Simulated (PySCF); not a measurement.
# A survey of ¹⁷O NMR shifts

One conformer, no relativistic terms, equivalent nuclei averaged, no solvent. Coordinates at the GFN2-xTB level; shieldings: GIAO PBE0/pcSseg-1; PySCF 2.14.

Shieldings were converted by a linear fit to measured shifts: ¹⁷O (scatter 10.7 ppm rms, 12.2 ppm with the 3 outliers that the fit left out vs liquid water, solution or neat liquid). Occasional misses reach two or three times the rms, and more in compound classes unlike the fitted ones.

Give the ¹⁷O shifts of `C=CC(=O)Cl`, `COc1ccoc1`, `COc1ccoc1`, `O=C1C=CC(Cl)=CC1=O`, `C[Si@](N)(O)NCCC(N)=O`.

Results:


| compound | environment | δ (ppm) |
| --- | --- | --- |
| C=CC(=O)Cl | carbonyl oxygen | 473.9 |
| [CH3:1][O:2][c:3]1[cH:4][cH:5][o:6][cH:7]1 | O6: aromatic ring oxygen | 206.7 |
| [CH3:1][O:2][c:3]1[cH:4][cH:5][o:6][cH:7]1 | O2: ether oxygen | 28.2 |
| [CH3:1][O:2][c:3]1[cH:4][cH:5][o:6][cH:7]1 | O6: aromatic ring oxygen | 206.7 |
| [CH3:1][O:2][c:3]1[cH:4][cH:5][o:6][cH:7]1 | O2: ether oxygen | 28.2 |
| [O:1]=[C:2]1[CH:3]=[CH:4][C:5]([Cl:6])=[CH:7][C:8]1=[O:9] | O1: ketone oxygen | 673.3 |
| [O:1]=[C:2]1[CH:3]=[CH:4][C:5]([Cl:6])=[CH:7][C:8]1=[O:9] | O9: ketone oxygen | 652.6 |
| [CH3:1][Si@:2]([NH2:3])([OH:4])[NH:5][CH2:6][CH2:7][C:8]([NH2:9])=[O:10] | O10: amide-type carbonyl oxygen | 331.9 |
| [CH3:1][Si@:2]([NH2:3])([OH:4])[NH:5][CH2:6][CH2:7][C:8]([NH2:9])=[O:10] | O4: oxygen bonded to Si, H | 8.7 |

In solution the two oxygens of a carboxylic acid give one averaged line by proton exchange, and hydrogen bonding shields acid and N–H amide carbonyl oxygens by tens of ppm; neither is in these numbers.
